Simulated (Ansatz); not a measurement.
One change: `C[SiH2]O[SiH2]Cl` becomes `C[SiH2]OCN`.

Ansatz, PBE0-D4/def2-TZVP geometries, multiplicity 1. Each molecule was computed in one conformer, which needn't be the lowest.

```csv
property,`C[SiH2]O[SiH2]Cl`
HOMO–LUMO gap (PBE/def2-TZVPP) / eV,6.60
"ideal-gas entropy at 298 K and 1 bar (rigid rotor, harmonic PBE0-D4/def2-TZVP) / J/(mol·K)",396
HOMO energy (PBE0/def2-TZVPP) / eV,-8.67
size of the dipole moment (ωB97M-V/def2-TZVPP) / D,0.86
HOMO energy (B3LYP/def2-TZVPP) / eV,-8.46
LUMO energy (PBE0/def2-TZVPP) / eV,0.20
```

Q: Give the same properties after the change, and the shifts. (Estimate.)

A: Computed: 
```
                                                                                  property  `C[SiH2]OCN`  shift
                                                       HOMO–LUMO gap (PBE/def2-TZVPP) / eV          5.67  -0.93
ideal-gas entropy at 298 K and 1 bar (rigid rotor, harmonic PBE0-D4/def2-TZVP) / J/(mol·K)           371    -25
                                                        HOMO energy (PBE0/def2-TZVPP) / eV         -7.15   1.52
                                        size of the dipole moment (ωB97M-V/def2-TZVPP) / D          2.30   1.44
                                                       HOMO energy (B3LYP/def2-TZVPP) / eV         -6.92   1.54
                                                        LUMO energy (PBE0/def2-TZVPP) / eV          0.86   0.66
```

With PBE0 the HOMO rises by 1.52 eV and the LUMO rises by 0.66 eV, so the gap narrows by about 0.86 eV. PBE moves the HOMO by 1.61 eV and ωB97M-V by 1.35 eV. The zero-point energy changes by 93.4 kJ/mol with +6 modes. Dipoles are sizes alone; their direction can turn. Modes under 60 cm⁻¹, often nearly free rotors, make the harmonic entropy too high.

Positive LUMOs are unbound, so they and the gaps depend on the basis.

B3LYP here is the variant with VWN-RPA as its local correlation; programs differ in this.
